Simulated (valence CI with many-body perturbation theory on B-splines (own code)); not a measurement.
Sensitivity of CI+MBPT for Tc XI

Computed by valence CI with perturbative core correlation (CI+MBPT): five valence electrons over a frozen Dirac-Fock core [Ar] 3d10, a basis of 6 s, 6 p, 5 d, 3 f, 1 g functions for each j, with the one-electron correlation potential Σ1 (screened to all orders), the two-electron term Σ2, the three-electron term Σ3, Breit, model QED; selected single and double excitations, second order for the rest, scaled by the run's own slope (own B-spline code, finite nucleus).

No measured spectrum was set against this ion. As an estimate, levels hold to about 250 cm⁻¹ or 0.2 % of their energy and the worst to 1 %, as in measured heavy ions of charge 2 to 7; those with d or f electrons hold less well. Among the levels kept, up to 930 cm⁻¹ of a level comes from second order outside the variational space, and about a tenth of that is noise between levels of different J, which matters for small intervals.

The reference run has the lowest level 4s2 4p3 4S°_3/2 and an ionisation energy of 214.988 eV. Its largest variational space holds 9987 state functions.

Names give the largest LS component (configuration and term), which can be under half, so a name can repeat, a term be missing and a line seem to break the LS rules; names also repeat where a configuration has a term twice.

Changed runs:
A. orbitals per symmetry with explicit Σ2 and valence Breit (the others get mean screening factors) 5 → 3
B. screening of Σ1 on → off
C. correlating orbitals by l 3 3 3 2 1 → 1 2 2 4 2; hole-hole ladder in Σ2 on → off
D. closed core [Ar] 3d10 → [Ar] 3d10 4s1 (bad on purpose)

Excitation energies of the reference run in cm⁻¹, and shifts in cm⁻¹:

```
                 Level  Reference       A       B       C
       4s2 4p3 2D°_3/2      29556     +15     +16    +2.6
       4s2 4p3 2D°_5/2      39750     +18     +30    +0.3
       4s2 4p3 2P°_1/2      60826     +31     +32     +18
       4s2 4p3 2P°_3/2      79758     +33     +71     +10
         4s 4p4 4P_5/2     243840    +4.0    +144     -57
         4s 4p4 4P_3/2     261597    +7.1    +171     -59
         4s 4p4 4P_1/2     266587     +11    +172     -56
         4s 4p4 2D_3/2     300265     +23    +170     -26
         4s 4p4 2D_5/2     306511     +26    +184     -31
         4s 4p4 2S_1/2     340832     +48    +176     +13
         4s 4p4 2P_3/2     345623     +30    +185    +2.5
         4s 4p4 2P_1/2     373026     +45    +222    +3.9
Ionisation energy (eV)    214.988  +0.015  +0.052  -0.013
```

Run D: It gave no result: the perturbation theory needs a core of closed shells. The program said: "the core must hold closed shells only".
